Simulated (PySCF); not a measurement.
Z-matrix (Å, degrees):
```
C
O 1 1.3596
H 2 0.9649 1 110.33
H 1 1.0860 2 109.75 3 -176.03
Si 1 1.7435 4 118.71 2 170.70
H 5 1.4710 1 115.69 4 23.36
H 5 1.4770 6 117.55 1 -147.60
```
Charge 0, multiplicity 1.

Problem. What is the computed dipole moment, total energy, HOMO, LUMO and HOMO–LUMO gap (PySCF with PBE-D3(BJ)/def2-TZVP // B3LYP-D3(BJ)/def2-TZVP)?

Solution. 
```yaml
dipole_moment: 0.99 D
total_energy: -404.9320 Ha
HOMO: -4.89 eV
LUMO: -2.02 eV
HOMO–LUMO gap: 2.88 eV
```
